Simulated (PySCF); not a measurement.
Vertical excitations of a molecule C₅H₉N from PySCF with TDA-PBE/def2-SVPD, as energy in eV (oscillator strength): 5.31 (0.001), 5.61 (0.001), 5.72 (0.005), 6.38 (0.001), 6.39 (0.015), 6.44 (0.011), 6.51 (0.020), 6.62 (0.022), 6.70 (0.020), 6.81 (0.013). Lowest triplet (TDA): 5.21 eV. Geometry: PBE0-D3(BJ)/def2-SVP. The values are those of a single conformer.

Task: Pick the molecule that these values belong to.
(A) C#C[C@@H](C)CN
(B) CN1CC=CC1
(C) C=C=C(C)NC
(D) C=C=CCNC

Result: A, C#C[C@@H](C)CN
